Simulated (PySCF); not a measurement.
Harmonic spectrum computed at PBE0 in the def2-TZVP basis family (core potentials from Rb on, PySCF, no spin–orbit coupling):

```
ω (cm⁻¹)  IR (km/mol)
     414         16.9
     505          121
     810         40.5
     828         36.0
     836         53.9
     909         43.5
     923         69.8
    1911          280
    1950          169
    1963          101
    2049          107
    2053         63.4
```

Which molecule gave it? In each, all ligands are bound to the one heavy central atom.
A. WH₅ (doublet)
B. TaH₅ (singlet)
C. MoH₅ (doublet)
D. PH₅ (singlet)
E. NbH₅ (singlet)

C. It has Cs symmetry with Mo–H 1.644 Å (×2), Mo–H 1.674 Å (×2), Mo–H 1.701 Å.
